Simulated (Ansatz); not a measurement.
Born–Oppenheimer molecular dynamics of CH₃AlClFO (8 atoms, charge 0, multiplicity 1). It starts at the highest image of a converged band, a first-order saddle point between two minima.

Theory: RHF/6-31G* in Ansatz 0.2.0.

```json
{
  "ensemble": "NVE (velocity Verlet)",
  "time step": "0.5 fs",
  "steps asked": "200",
  "starting velocities drawn for": "300 K",
  "seed": "6919"
}
```

Frames 5 fs apart, positions in Å.

Velocities at 25.0 fs (Å/ps):

```
O 1.97 2.16 -1.97
Al 0.65 -0.61 -0.49
F -1.01 -0.81 0.52
C 0.83 -1.88 0.28
Cl -0.66 1.06 0.61
H -9.24 -8.64 -0.80
H 5.03 5.25 8.98
H -12.25 -14.47 1.65
```

```xyz
8
Properties=species:S:1:pos:R:3 time_fs=25.0 energy_less_start_eV=0.181 T=70
O -0.790 0.911 1.543
Al 0.178 -0.146 0.829
F 1.486 -0.821 1.628
C 0.050 -0.613 -1.073
Cl 0.712 0.916 -1.850
H -1.384 1.512 1.832
H 0.678 -1.424 -1.402
H -0.940 -0.717 -1.497
8
Properties=species:S:1:pos:R:3 time_fs=30.0 energy_less_start_eV=0.108 T=161
O -0.785 0.925 1.538
Al 0.190 -0.155 0.825
F 1.475 -0.822 1.628
C 0.048 -0.619 -1.073
Cl 0.709 0.921 -1.847
H -1.472 1.519 1.849
H 0.715 -1.415 -1.378
H -0.942 -0.792 -1.467
8
Properties=species:S:1:pos:R:3 time_fs=35.0 energy_less_start_eV=0.105 T=166
O -0.790 0.949 1.543
Al 0.211 -0.169 0.820
F 1.458 -0.821 1.626
C 0.049 -0.625 -1.070
Cl 0.704 0.924 -1.844
H -1.520 1.487 1.839
H 0.732 -1.397 -1.380
H -0.932 -0.844 -1.472
8
Properties=species:S:1:pos:R:3 time_fs=40.0 energy_less_start_eV=0.176 T=76
O -0.792 0.966 1.548
Al 0.226 -0.174 0.815
F 1.443 -0.822 1.628
C 0.056 -0.630 -1.070
Cl 0.698 0.924 -1.840
H -1.524 1.425 1.797
H 0.748 -1.395 -1.403
H -0.910 -0.828 -1.506
8
Properties=species:S:1:pos:R:3 time_fs=45.0 energy_less_start_eV=0.127 T=139
O -0.775 0.966 1.547
Al 0.226 -0.167 0.810
F 1.439 -0.828 1.637
C 0.071 -0.637 -1.077
Cl 0.690 0.923 -1.837
H -1.621 1.402 1.755
H 0.744 -1.401 -1.421
H -0.900 -0.777 -1.534
8
Properties=species:S:1:pos:R:3 time_fs=50.0 energy_less_start_eV=0.045 T=242
O -0.755 0.961 1.547
Al 0.214 -0.149 0.805
F 1.442 -0.838 1.652
C 0.085 -0.640 -1.092
Cl 0.683 0.922 -1.833
H -1.625 1.306 1.644
H 0.738 -1.433 -1.443
H -0.897 -0.759 -1.517
8
Properties=species:S:1:pos:R:3 time_fs=55.0 energy_less_start_eV=0.104 T=167
O -0.739 0.957 1.553
Al 0.207 -0.136 0.800
F 1.443 -0.846 1.666
C 0.097 -0.641 -1.107
Cl 0.678 0.921 -1.830
H -1.613 1.219 1.515
H 0.722 -1.440 -1.461
H -0.910 -0.793 -1.480
8
Properties=species:S:1:pos:R:3 time_fs=60.0 energy_less_start_eV=0.124 T=143
O -0.732 0.964 1.571
Al 0.215 -0.135 0.791
F 1.435 -0.849 1.675
C 0.097 -0.642 -1.114
Cl 0.674 0.922 -1.830
H -1.674 1.179 1.356
H 0.743 -1.433 -1.483
H -0.906 -0.827 -1.465
8
Properties=species:S:1:pos:R:3 time_fs=65.0 energy_less_start_eV=0.045 T=242
O -0.747 0.979 1.592
Al 0.238 -0.146 0.783
F 1.418 -0.846 1.677
C 0.092 -0.647 -1.110
Cl 0.670 0.923 -1.831
H -1.581 1.155 1.233
H 0.767 -1.395 -1.477
H -0.900 -0.834 -1.504
8
Properties=species:S:1:pos:R:3 time_fs=70.0 energy_less_start_eV=0.087 T=188
O -0.759 0.987 1.608
Al 0.262 -0.158 0.779
F 1.402 -0.842 1.679
C 0.082 -0.651 -1.104
Cl 0.667 0.926 -1.835
H -1.552 1.209 1.131
H 0.798 -1.393 -1.451
H -0.879 -0.833 -1.556
8
Properties=species:S:1:pos:R:3 time_fs=75.0 energy_less_start_eV=0.129 T=135
O -0.765 0.978 1.609
Al 0.275 -0.159 0.780
F 1.395 -0.844 1.685
C 0.077 -0.655 -1.102
Cl 0.664 0.931 -1.839
H -1.506 1.333 1.070
H 0.786 -1.400 -1.407
H -0.870 -0.854 -1.584
8
Properties=species:S:1:pos:R:3 time_fs=80.0 energy_less_start_eV=0.055 T=233
O -0.765 0.956 1.590
Al 0.269 -0.147 0.785
F 1.402 -0.853 1.699
C 0.075 -0.655 -1.103
Cl 0.662 0.935 -1.843
H -1.374 1.439 1.119
H 0.787 -1.426 -1.394
H -0.876 -0.880 -1.555
```

Of the whole run (100 fs, mean temperature of the second half 200 K): The conserved energy stayed within 0.33 meV per atom of its start (net change 0.26 meV per atom), so the integration is sound. A run of 0.1 ps of so small a system gives no equilibrium averages. The orbitals stay closed-shell, which can raise the energy where a bond breaks towards radicals; this wasn't checked here.

Time of the run: 5.9 min on 1 thread of Arm Neoverse V1 (shared host), peak memory 0.16 GiB.
